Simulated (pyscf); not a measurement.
This saddle point was located with ωB97X-D3(BJ)/def2-SVP in PySCF.

```xyz
4

O      0.3752     1.2648     0.1059
B      0.8329     0.1905    -0.3905
O      0.4137    -0.9437    -0.7754
H     -0.4403     0.1034    -0.2282
```

Surface: singlet, charge 0. Lowest wavenumbers (cm⁻¹): 2039i, 552, 807, 1275, 1940.

### Question
What reaction is this the transition state of?

### Answer
O=B–OH <-> O=B–OH, a hydrogen shift read from left to right: H–O broken and H–O formed. At CCSD(T)/def2-TZVPP + ΔMP2(QZVPP) it lies +326.5 kJ/mol from the left side and +326.5 kJ/mol from the right (each side as separated species at their lowest minima found). At the saddle there is also a short B–H contact that neither side keeps, so another atom assists the step. This is the saddle that the search found; another between the same sides may lie lower. The CCSD(T) − MP2 part came from Ansatz, without density fitting, on the same reference.
